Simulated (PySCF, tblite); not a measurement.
One entry of a table of gas-phase calculations, keyed by method. Lists by class give the value and the number of equivalent atoms.

```json
{
 "formula": "C5H11ClOSi2",
 "smiles": "CC(=O)[C@@H]1C[C@@H](Cl)[SiH2][SiH2]1",
 "inchi": "InChI=1S/C5H11ClOSi2/c1-3(7)4-2-5(6)9-8-4/h4-5H,2,8-9H2,1H3/t4-,5-/m0/s1",
 "charge": 0,
 "multiplicity": 1,
 "geometry_level": "GFN2-xTB",
 "atoms_angstrom": [
  ["C", 2.608, 0.492, -0.878],
  ["C", 1.115, 0.396, -0.726],
  ["O", 0.351, 0.876, -1.547],
  ["C", 0.599, -0.232, 0.509],
  ["C", -0.346, -1.408, 0.22],
  ["C", -1.464, -1.037, -0.748],
  ["Cl", -2.773, -2.254, -0.605],
  ["Si", -2.11, 0.75, -0.39],
  ["Si", -0.515, 1.189, 1.234],
  ["H", 3.03, 0.973, 0.002],
  ["H", 2.867, 1.059, -1.769],
  ["H", 3.03, -0.509, -0.951],
  ["H", 1.41, -0.57, 1.154],
  ["H", 0.225, -2.257, -0.172],
  ["H", -0.788, -1.729, 1.169],
  ["H", -1.12, -1.123, -1.778],
  ["H", -3.463, 0.619, 0.18],
  ["H", -2.22, 1.533, -1.614],
  ["H", 0.287, 2.417, 1.247],
  ["H", -0.727, 0.825, 2.642]
 ],
 "electronic_structure_code": "PySCF",
 "results": {
  "GFN2-xTB geometry": {
   "point_group": "C1",
   "rotational_constants_GHz": [1.563, 0.713, 0.625]
  },
  "PBE0/pcSseg-1 ground state and GIAO shieldings, non-relativistic": {
   "dipole_D": 3.92,
   "homo_eV": -7.46,
   "lumo_eV": -1.07,
   "shift_vs_computed_TMS_C_by_class_ppm": [
    [223.9, 1],
    [47.6, 1],
    [46.2, 1],
    [41.8, 1],
    [33.2, 1]
   ],
   "shift_vs_computed_TMS_H_by_class_ppm": [
    [4.86, 1],
    [4.2, 1],
    [3.98, 1],
    [3.73, 1],
    [3.62, 1],
    [2.94, 1],
    [2.75, 1],
    [2.26, 3],
    [1.82, 1]
   ],
   "shielding_other_nuclei_by_class_ppm": [
    ["O", -287.3, 1],
    ["Si", 395.5, 1],
    ["Si", 402.5, 1],
    ["Cl", 811.0, 1]
   ],
   "charges_hirshfeld_e_by_atom": [-0.12, 0.17, -0.19, -0.12, -0.08, -0.08, -0.08, 0.23, 0.24, 0.06, 0.05, 0.06, 0.04, 0.04, 0.04, 0.04, -0.09, -0.07, -0.08, -0.07]
  },
  "GFN2-xTB harmonic vibrations, gas phase": {
   "strongest_ir_bands_cm-1_km_per_mol_modes": [
    [599.1, 276.0, 1],
    [798.7, 247.4, 1],
    [1682.8, 208.4, 1],
    [2192.6, 367.4, 1],
    [2226.3, 289.4, 1],
    [2303.5, 238.9, 1]
   ],
   "zpe_kcal_per_mol": 89.4
  }
 }
}
```

A dipole of 3.92 D is allowed in C1, and pure rotational transitions are dipole-allowed. The dipole matches unit charges of opposite sign 0.82 Å apart (1 e·Å = 4.8032 D). The rotational constants make it an asymmetric top with κ = (2B − A − C)/(A − C) = -0.81, nearer the prolate limit (−1). The zero-point energy, half the sum of the 54 harmonic wavenumbers, equals 31280 cm⁻¹ or 374 kJ/mol. With B = h/(8π²I), that is 505.379 GHz u Å² over I, the principal moments of inertia are 323.3, 708.7 and 808.2 u Å² (most abundant isotopes); the inertial defect Ic − Ia − Ib is -223.8 u Å² (zero for a rigid planar frame, negative otherwise).

 NMR classes are plain means over equivalent atoms (diastereotopic ones count apart unless rotation or inversion swaps them), as if these changed places fast; in this geometry the members of some classes differ.

For the vibration job (GFN2-xTB), time: 0.96 s wall. Hardware: one thread of an Arm Neoverse V2, no GPU (shared host).

One conformer stands for the species.
